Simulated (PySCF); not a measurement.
Working out the ionisation energy of Se(2+)

Se(2+) [Ar] 3d10 4s2 4p2 (3P) → Se(3+) [Ar] 3d10 4s2 4p1 (2P). Calculation: PySCF 2.14, in aug-cc-pVQZ-PP with ECP10MDF (7s6p5d3f2g, 89 functions); scalar relativity through the core potential. Frozen: 3s2 3p6 3d10. Energies in hartree (1 hartree = 27.21139 eV):

```json
{"part": "UHF", "Se(2+) (lower)": "-370.784415", "Se(3+) (upper)": "-369.645325"}
{"part": "MP2 opposite-spin", "Se(2+) (lower)": "-0.051663", "Se(3+) (upper)": "-0.042584"}
{"part": "MP2 same-spin", "Se(2+) (lower)": "-0.009832", "Se(3+) (upper)": "-0.002876"}
```

**Question.** What does Hartree-Fock give?

**Answer.** (-369.645325) − (-370.784415) = 1.139090 hartree = 30.996 eV.

**Question.** What do MP2 and SCS-MP2 (6/5 opposite-spin, 1/3 same-spin) give?

**Answer.** The opposite-spin parts differ by 0.247 eV and the same-spin parts by 0.189 eV. MP2: 30.996 + (0.247) + (0.189) = 31.432 eV. SCS-MP2: 30.996 + 1.2 × (0.247) + (0.189)/3 = 31.355 eV.

Reference: 31.697 ± 0.019 eV (measured; NIST Atomic Spectra Database, ionization energies), between the lowest levels; spin-orbit coupling is absent from the calculation.

What remains against the reference includes basis incompleteness, the frozen core and correlation beyond second order.
